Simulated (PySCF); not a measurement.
CH₃F₂MoNS, multiplicity 1. Atoms are numbered in the order given.

```xyz
9

Mo    -0.2501    -0.2563     0.0000
N     -0.3572     1.4656     0.0000
C      0.1397     2.7953     0.0000
H     -0.2119     3.3448    -0.9002
H      1.2553     2.7861     0.0000
H     -0.2119     3.3448     0.9002
S      1.8465    -0.6449     0.0000
F     -1.0117    -0.8568     1.5923
F     -1.0117    -0.8568    -1.5923
```

Geometry optimised at PBE-D3(BJ)/def2-SVP. The multiplicity is an assumed one; no other spin state was optimised. The structure was generated by enumeration; whether it is a known compound was not checked. The def2 effective core potentials stand for the cores of Mo; spin–orbit coupling is left out.

All values below come from PySCF with CAM-B3LYP/def2-TZVP.

ESP charges are fitted to the potential on shells at 1.4 to 2.0 van der Waals radii. Atomic charges (e):

```
atom    Mulliken  ESP fit
----  ----------  -------
Mo1         1.56     1.01
N2    (withheld)    -0.24
C3         -0.26    -0.45
H4    (withheld)     0.21
H5    (withheld)     0.16
H6    (withheld)     0.21
S7         -0.37    -0.27
F8    (withheld)    -0.31
F9    (withheld)    -0.31
```

**Question.** What belongs in the gaps? (Estimate from the structure and the level; the computed values follow.)

**Answer.** 
- N2, Mulliken: -0.46
- H4, Mulliken: 0.15
- H5, Mulliken: 0.15
- H6, Mulliken: 0.15
- F8, Mulliken: -0.47
- F9, Mulliken: -0.47
